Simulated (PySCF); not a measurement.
GaBr₂, SMILES [Br][Ga][Br], multiplicity 2. Geometry optimised at B3LYP-D3(BJ)/def2-SVP. The spin state was assumed, not searched. The isomer is the one that the SMILES or the coordinates give; other isomers of the formula were not compared.

Computed equilibrium geometry at B3LYP-D3(BJ)/def2-SVP (PySCF confirms it by a frequency run) as Cartesian coordinates in Å, and its point group:
point group C2v.
```xyz
3

Ga     0.0000     0.0000     0.8103
Br     0.0000    -2.0356    -0.3588
Br     0.0000     2.0356    -0.3588
```
Charge 0, spin multiplicity 2.
